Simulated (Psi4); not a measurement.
Complex: CO (SMILES [C-]#[O+]) (first 2 atoms) with H2 (SMILES [H][H]); geometry from B3LYP-D3(BJ)/def2-TZVP, rigid monomers moved along the line of their centres of mass till C1···H3 is 5.60 Å.
(charge 0, multiplicity 1):
```json
[
 {"atom": "C", "x (Å)": "0.1687", "y (Å)": "0.3491", "z (Å)": "-0.0920"},
 {"atom": "O", "x (Å)": "-0.1837", "y (Å)": "-0.4043", "z (Å)": "-0.8492"},
 {"atom": "H", "x (Å)": "0.1789", "y (Å)": "0.3825", "z (Å)": "5.5041"},
 {"atom": "H", "x (Å)": "-0.0072", "y (Å)": "-0.0128", "z (Å)": "6.1065"}
]
```

Method: Psi4 1.11 with SAPT0/jun-cc-pV(D+d)Z.

Give the four SAPT terms and the total, and say what mostly holds the pair together.

electrostatics -0.01, exchange 0.00, induction 0.00, dispersion -0.01, total -0.01 kcal/mol; the largest attraction is dispersion.
